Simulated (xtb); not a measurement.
C₄H₈Ge, SMILES C=[CH][GeH2][CH]=C. All values are semi-empirical tight-binding results from xtb (GFN2-xTB unless named), good for trends rather than for accurate numbers. Geometry optimised at GFN2-xTB. The values are those of a single conformer.

Optimised geometry:

```xyz
13

Ge     0.0671    -0.3593     0.3538
C     -1.6655     0.0858    -0.4282
C     -2.6785     0.5992     0.2499
C      1.4912     0.7347    -0.4123
C      2.5377     0.2508    -1.0604
H     -0.0165    -0.1428     1.8410
H      0.3998    -1.8077     0.1157
H     -1.7782    -0.0916    -1.4912
H     -3.6239     0.8463    -0.2106
H     -2.6039     0.7905     1.3093
H      1.3898     1.8079    -0.3011
H      3.3055     0.8821    -1.4833
H      2.6706    -0.8116    -1.1963
```
Charge 0, spin multiplicity 1.

For metal compounds this method's bond lengths and energies can be far off.

| Quantity | Result |
|---|---|
| orbital gap | 4.62 eV |
| zero-point energy | 60.3 kcal/mol |
| G − E(el) at 298.15 K (modified RRHO) | 39.9 kcal/mol |

Task: Give the atomic charges and the Wiberg bond orders between heavy atoms. (An estimate is asked for; the answer gives what the named calculation found.)

Result: charges (e) Ge1 0.11, C2 -0.07, C3 -0.07, C4 -0.07, C5 -0.07, H6 -0.03, H7 -0.03, H8 0.04, H9 0.04, H10 0.04, H11 0.04, H12 0.04, H13 0.04. Bond orders Ge1–C2 0.90, C2–C3 1.98, Ge1–C4 0.90, C4–C5 1.98.
